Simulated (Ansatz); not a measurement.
Spectroscopic constants of HfI, multiplicity 4 (an upper state: multiplicity 2 came lower at PBE0/def2-TZVPP). No spin–orbit coupling.

Constants: fifth-degree fit in 1/R to seven points, most abundant isotopes. Runs in def2 and cc sets follow the lowest solution found near the PBE0 minimum.

Run with Ansatz (an electronic-structure program). Each number belongs to the level named beside it. In def2 rows elements past Kr take small-core potentials, without spin–orbit coupling.

Energies at PBE/def2-TZVPP:

```tsv
R (Å)	E (hartree)
2.538159	-345.64881382
2.606389	-345.65322305
2.669160	-345.65527523
2.740120	-345.65577858
2.811079	-345.65478411
2.892955	-345.65224030
2.988477	-345.64792353
```

Q: With a reduced mass of 74.4206 u, find the minimum, the force constant and the constants.

A: A fifth-degree polynomial in 1/R puts the minimum at r_e = 2.7257 Å with force constant 136 N/m. Then ω_e = (1/2πc)√(k/μ) = 176 cm⁻¹ and B_e = h/(8π²cμr_e²) = 0.03049 cm⁻¹; the cubic and quartic terms give α_e = 7.6e-5 and ω_e x_e = 0.32 cm⁻¹.
